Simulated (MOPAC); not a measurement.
Job for MOPAC: PM6 on H4SiTe (SMILES [SiH3][TeH]), a point of a torsion scan.

```
PM6 1SCF PRECISE CHARGE=0 THREADS=1
H4SiTe

Si    -0.64273970 1     0.02723161 1    -0.01227697 1
Te     1.66031564 1     0.93041143 1    -0.22439452 1
H     -0.88395623 1    -0.55796822 1     1.30423407 1
H     -1.56531977 1     1.14346391 1    -0.17663763 1
H     -0.89317586 1    -0.97799890 1    -1.03343938 1
H      2.16617895 1    -0.40658403 1    -1.03955170 1
```

It printed:

```
*******************************************************************************
 **                                                                           **
 **                              MOPAC v23.2.5                                **
 **                                                                           **
 *******************************************************************************
 ** MOPAC's Digital Object Identifier: https://doi.org/10.5281/zenodo.6511958 **
 **                                                                           **
 ** Please cite the open-source release paper for use of this MOPAC version:  **
 ** J. E. Moussa and J. J. P. Stewart (2026)                                  **
 ** MOPAC: An open-source semiempirical molecular orbital program             **
 ** J. Open Source Softw., 11(119), 8025, https://doi.org/10.21105/joss.08025 **
 *******************************************************************************

                              PM6 CALCULATION RESULTS

 *******************************************************************************
 *  PM6        - The PM6 Hamiltonian to be used
 *
 *
 *
 *                 CHARGE ON SYSTEM = 0
 *
 *
 *
 *  PRECISE    - TIGHTER CRITERIA TO BE USED
 *  1SCF       - DO 1 SCF AND THEN STOP
 *  THREADS=1  - MULTI-THREADING NOT USED
 *  T=         - A TIME OF 172800.0 SECONDS REQUESTED
 *  DUMP=N     - RESTART FILE WRITTEN EVERY 7200.0 SECONDS REQUESTED
 *******************************************************************************
PM6 1SCF PRECISE CHARGE=0 THREADS=1
 H4SiTe

   ATOM   CHEMICAL          X               Y               Z
  NUMBER   SYMBOL      (ANGSTROMS)     (ANGSTROMS)     (ANGSTROMS)

     1      Si         -0.64273970  *   0.02723161  *  -0.01227697  *
     2      Te          1.66031564  *   0.93041143  *  -0.22439452  *
     3       H         -0.88395623  *  -0.55796822  *   1.30423407  *
     4       H         -1.56531977  *   1.14346391  *  -0.17663763  *
     5       H         -0.89317586  *  -0.97799890  *  -1.03343938  *
     6       H          2.16617895  *  -0.40658403  *  -1.03955170  *



          CARTESIAN COORDINATES

    NO.       ATOM           X           Y           Z

     1        Si         -0.6427      0.0272     -0.0123
     2        Te          1.6603      0.9304     -0.2244
     3         H         -0.8840     -0.5580      1.3042
     4         H         -1.5653      1.1435     -0.1766
     5         H         -0.8932     -0.9780     -1.0334
     6         H          2.1662     -0.4066     -1.0396

 General Reference for PM6:
 "Optimization of Parameters for Semiempirical Methods V: Modification of NDDO Approximations
 and Application to 70 Elements", J. J. P. Stewart, J. Mol. Mod., 13, 1173-1213 (2007)
 URL: https://link.springer.com/article/10.1007/s00894-007-0233-4

           Empirical Formula: H4 Si Te  =     6 atoms



      MOLECULAR POINT GROUP   :   C1


      RHF CALCULATION, NO. OF DOUBLY OCCUPIED LEVELS = 7


 -------------------------------------------------------------------------------
 PM6 1SCF PRECISE CHARGE=0 THREADS=1
 H4SiTe



     1SCF WAS SPECIFIED, SO BFGS WAS NOT USED
     SCF FIELD WAS ACHIEVED


                              PM6 CALCULATION
                                                       MOPAC v23.2.5 Linux




          FINAL HEAT OF FORMATION =        -49.34238 KCAL/MOL =    -206.44854 KJ/MOL


          COSMO AREA              =        115.88 SQUARE ANGSTROMS
          COSMO VOLUME            =        107.24 CUBIC ANGSTROMS

          IONIZATION POTENTIAL    =          8.572785 EV
          HOMO LUMO ENERGIES (EV) =         -8.573 -0.250
          NO. OF FILLED LEVELS    =          7
          MOLECULAR WEIGHT        =        159.7171         POINT GROUP:  C1

          MOLECULAR DIMENSIONS (Angstroms)

            Atom       Atom       Distance
            H     6    H     4     4.13175
           Te     2    H     5     2.96598
            H     6    H     3     2.08574


          SCF CALCULATIONS        =          1





   ATOM   CHEMICAL          X               Y               Z
  NUMBER   SYMBOL      (ANGSTROMS)     (ANGSTROMS)     (ANGSTROMS)

     1      Si         -0.64273970  *   0.02723161  *  -0.01227697  *
     2      Te          1.66031564  *   0.93041143  *  -0.22439452  *
     3       H         -0.88395623  *  -0.55796822  *   1.30423407  *
     4       H         -1.56531977  *   1.14346391  *  -0.17663763  *
     5       H         -0.89317586  *  -0.97799890  *  -1.03343938  *
     6       H          2.16617895  *  -0.40658403  *  -1.03955170  *

                             CARTESIAN COORDINATES

   1   Si       -0.642739700     0.027231610    -0.012276970
   2   Te        1.660315640     0.930411430    -0.224394520
   3    H       -0.883956230    -0.557968220     1.304234070
   4    H       -1.565319770     1.143463910    -0.176637630
   5    H       -0.893175860    -0.977998900    -1.033439380
   6    H        2.166178950    -0.406584030    -1.039551700


           Empirical Formula: H4 Si Te  =     6 atoms



      MOLECULAR POINT GROUP   :   C1


                  EIGENVALUES
 -71.68658 -19.71458 -13.52789 -12.46703 -11.78506  -9.24717  -8.57279  -0.25004
   0.22424   0.26464   0.67959   0.80740   1.03649   2.50091   4.00811   4.09282
   4.32971


              NET ATOMIC CHARGES AND DIPOLE CONTRIBUTIONS

  ATOM NO.   TYPE          CHARGE      No. of ELECS.   s-Pop       p-Pop       d-Pop
    1         Si           0.305839        3.6942     1.17563     1.95857     0.55996
    2         Te          -0.396048        6.3960     1.86258     4.53347
    3          H          -0.014407        1.0144     1.01441
    4          H          -0.008776        1.0088     1.00878
    5          H          -0.019405        1.0194     1.01941
    6          H           0.132798        0.8672     0.86720
 DIPOLE           X         Y         Z       TOTAL
 POINT-CHG.    -2.510    -1.908    -0.241     3.162
 HYBRID         0.694    -0.537    -0.408     0.968
 SUM           -1.817    -2.445    -0.649     3.114


          ATOMIC ORBITAL ELECTRON POPULATIONS

     Atom    s        px        py        pz      x^2-y^2     xz        z^2       yz        xy
    1 Si   1.17563   0.51784   0.70069   0.74004   0.04887   0.05959   0.12926   0.17932   0.14292
    2 Te   1.86258   1.36516   1.49004   1.67827
    3  H   1.01441
    4  H   1.00878
    5  H   1.01941
    6  H   0.86720

 **********************
 *                    *
 * JOB ENDED NORMALLY *
 *                    *
 **********************




 == MOPAC DONE ==
```

The run finished.

Cost: about 0.03 core-seconds (a rough figure).
